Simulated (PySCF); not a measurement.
SMILES C[Si](C=C)(C)N (GFN2-xTB optimised geometry):

```
17

C     -1.813     1.118    -0.682
C     -0.778     0.657     0.000
Si    -0.195    -1.141     0.000
C      1.718    -1.141     0.000
C     -0.824    -2.082     1.531
N     -0.931    -1.907    -1.369
H     -2.120     2.153    -0.653
H     -2.405     0.467    -1.304
H     -0.219     1.355     0.612
H      2.120    -0.650     0.881
H      2.115    -0.624    -0.869
H      2.114    -2.153    -0.014
H     -0.515    -1.591     2.448
H     -0.440    -3.097     1.558
H     -1.908    -2.137     1.534
H     -0.776    -1.513    -2.283
H     -0.924    -2.912    -1.425
```

Computed with PBE0/def2-SVP in PySCF 2.14.0.

Task: What are the frontier orbital energies and the dipole moment?

Result: HOMO-2 -8.22 eV, HOMO-1 -7.54 eV, HOMO -6.90 eV, LUMO 0.15 eV, LUMO+1 1.61 eV; dipole moment 1.05 D.

On the same geometry PBE/def2-SVP (PySCF 2.14.0) gives HOMO-2 -6.83 eV, HOMO-1 -6.34 eV, HOMO -5.42 eV, LUMO -0.85 eV, LUMO+1 0.74 eV; dipole moment 1.06 D.

Meta-Löwdin charges at PBE0/def2-SVP: C1 -0.20, C2 -0.34, Si3 0.97, C4 -0.57, C5 -0.56, N6 -0.69, H7 0.10, H8 0.10, H9 0.10, H10 0.11, H11 0.11, H12 0.11, H13 0.11, H14 0.11, H15 0.12, H16 0.21, H17 0.21.
